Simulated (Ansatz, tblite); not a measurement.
Removing and adding an electron: In7Sb8H24⁺, a nanocrystal cut from zinc blende InSb (hydrogen-capped). Total charge 1; singlet. Geometry: PBE-D4/def2-SVP. Ansatz, gas phase; energy differences of separate SCF runs; the oxidised species was run as a doublet alone; the reduced species was run as a doublet alone.

```xyz
39

In   -0.183    4.993   -1.484
In   -3.780    1.079   -1.640
In   -1.421    2.572    3.086
In    0.785    0.199   -0.455
In    0.126   -2.002    3.759
In   -2.234   -3.496   -0.976
In    2.957   -4.293   -0.120
Sb   -0.549    4.808    1.347
Sb   -2.466    3.596   -2.493
Sb    1.586    2.697   -1.643
Sb   -1.536   -0.770   -1.716
Sb    0.480    0.505    2.326
Sb    3.015   -1.533   -1.021
Sb    2.303   -3.637    2.586
Sb    0.389   -4.849   -1.252
H     0.397    6.443   -2.230
H    -4.781    0.712   -3.001
H    -4.059    1.387    0.040
H    -2.913    2.114    2.338
H    -0.959    3.128    4.656
H    -1.269   -2.737    3.047
H     0.684   -1.750    5.376
H    -3.135   -4.165   -2.291
H    -2.419   -3.463    0.745
H     4.349   -5.242   -0.515
H    -1.557    6.167    1.648
H     0.882    5.543    1.949
H    -3.642    4.849   -2.529
H    -2.183    3.607   -4.187
H     2.065    2.362   -3.258
H     3.161    3.057   -1.059
H    -0.993   -0.826   -3.347
H     2.043    1.091    2.739
H     4.436   -0.719   -0.504
H     3.338   -1.414   -2.703
H     3.831   -3.186    3.229
H     2.284   -5.192    3.318
H     0.771   -5.124   -2.903
H     0.197   -6.511   -0.861
```

In the def2 sets In, Sb take a core potential; there is no spin–orbit coupling. The xTB rows come from tblite. Single mean-field runs in def2-SVP are fitted with def2-universal-jkfit.

| level | −HOMO (eV) | vertical IE (eV) | −LUMO (eV) | vertical EA (eV) | HOMO–LUMO gap (eV) | IE − EA (eV) |
| --- | --- | --- | --- | --- | --- | --- |
| PBE-D4/def2-SVP | 8.39 | – | 5.43 | 4.11 | 2.97 | – |
| PBE0-D4/def2-SVP | 9.26 | 10.27 | 4.79 | 3.92 | 4.47 | 6.35 |
| BHLYP-D4/def2-SVP | 9.98 | 10.52 | 4.02 | 3.68 | 5.96 | 6.85 |

**Question.** Estimate the rows for GFN1-xTB, GFN2-xTB.

**Answer.** 
```json
{"level": "GFN1-xTB", "−HOMO (eV)": "12.08", "vertical IE (eV)": "13.32", "−LUMO (eV)": "9.92", "vertical EA (eV)": "8.70", "HOMO–LUMO gap (eV)": "2.16", "IE − EA (eV)": "4.62"}
{"level": "GFN2-xTB", "−HOMO (eV)": "12.56", "vertical IE (eV)": "13.84", "−LUMO (eV)": "10.22", "vertical EA (eV)": "8.92", "HOMO–LUMO gap (eV)": "2.34", "IE − EA (eV)": "4.91"}
```

Relaxing the reduced species (PBE-D4/def2-SVP) changes its energy by -0.68 eV at PBE-D4/def2-SVP, so the adiabatic electron affinity to this nearest minimum is 4.79 eV. At PBE0-D4/def2-SVP it is 4.61 eV.  Run but left out: PBE-D4/def2-SVP (charge +2 doublet: an occupied level 0.02 eV above an empty one).   Raw xTB energy differences between charge states are shifted by several eV; the methods need an empirical correction for them.
